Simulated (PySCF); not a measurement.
C₈H₅N₅, SMILES C1=CC2=NC=NC3=CC=NC(=N1)N32.

The structure is a stationary point at PBE-D3(BJ)/def2-SVP.

All values below come from TDA-PBE/def2-SVP (PySCF).

Vertical excitations. Gas-phase values at a fixed geometry. State labels are in the subgroup C2v.

**Question.** List the lowest excited states. (The exact figures need the calculation; the answer reports its results.)

**Answer.** 
```csv
state,symmetry,energy (eV),λ (nm),f,main pairs
S1,B2,2.09,594,0.000,HOMO→LUMO 99 %
S2,A2,2.77,448,0.000,HOMO−1→LUMO 100 %
S3,B1,2.99,414,0.000,HOMO−2→LUMO 100 %
S4,A2,3.41,364,0.000,HOMO−3→LUMO 100 %
S5,A1,3.77,329,0.051,"HOMO→LUMO+1 68 %, HOMO−4→LUMO 28 %"
S6,B1,3.86,321,0.000,HOMO−1→LUMO+1 97 %
T1,B2,1.88,658,0,HOMO→LUMO 100 %
T2,A2,2.68,462,0,HOMO−1→LUMO 100 %
```
Triplets are in the Tamm–Dancoff approximation.
